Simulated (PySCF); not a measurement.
benzene (C₆H₆), SMILES c1ccccc1. Atoms are numbered in the order given.

```xyz
12

C      1.3983     0.0000     0.0000
C      0.6991     1.2109     0.0000
C     -0.6991     1.2109     0.0000
C     -1.3983     0.0000     0.0000
C     -0.6991    -1.2109     0.0000
C      0.6991    -1.2109     0.0000
H      2.4911     0.0000     0.0000
H      1.2456     2.1574     0.0000
H     -1.2456     2.1574     0.0000
H     -2.4911     0.0000     0.0000
H     -1.2456    -2.1574     0.0000
H      1.2456    -2.1574     0.0000
```
Charge 0, spin multiplicity 1.

Geometry: B3LYP-D3(BJ)/def2-SVP.

All values below come from KT2/pcSseg-1 in PySCF.

GIAO shieldings, no solvent; atoms alike by connectivity are averaged. δ = σ(ref) − σ: ¹³C against TMS (σ = 185.1 ppm); ¹H against TMS (σ = 31.47 ppm), references at their B3LYP-D3(BJ)/def2-TZVP geometries, non-relativistic.

Computed chemical shifts:
| nucleus | atoms | count | δ (ppm) |
|---|---|---|---|
| ¹³C | C1, C2, C3, C4, C5, C6 | 6 | 126.0 |
| ¹H | H7, H8, H9, H10, H11, H12 | 6 | 7.48 |
